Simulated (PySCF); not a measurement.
## Correlation energy of Mn⁴⁺ (manganese, charge +4)

Starting occupation: [Ar] 3d3, 3d3/2 with m_j = -1/2, +1/2, +3/2. Calculation: PySCF 2.14, in x2c-QZVPPall-2c (11s9p5d4f2g, 109 functions); X2C-1e with screened-nucleus spin-orbit coupling, Gaussian nucleus. Frozen: [Ne]; 11 electrons correlated; the 8 highest virtual spinors left out.

MP2 pair energies summed by pair of shells (mhartree):

```
 pair   energy  share (%)
3d-3p  -126.27       38.3
3p-3p  -116.33       35.3
3p-3s   -40.69       12.3
3d-3s   -21.90        6.6
3d-3d   -17.89        5.4
3s-3s    -6.70        2.0
```

Total MP2 correlation energy: -329.78 mhartree.

The GHF reference relaxed away from the jj start to a determinant that is no pure jj level (⟨S²⟩ = 3.75, ⟨J²⟩ = 6.63); the energies belong to that determinant.

This basis was not built for core-valence correlation, so the inner-shell part is incomplete.
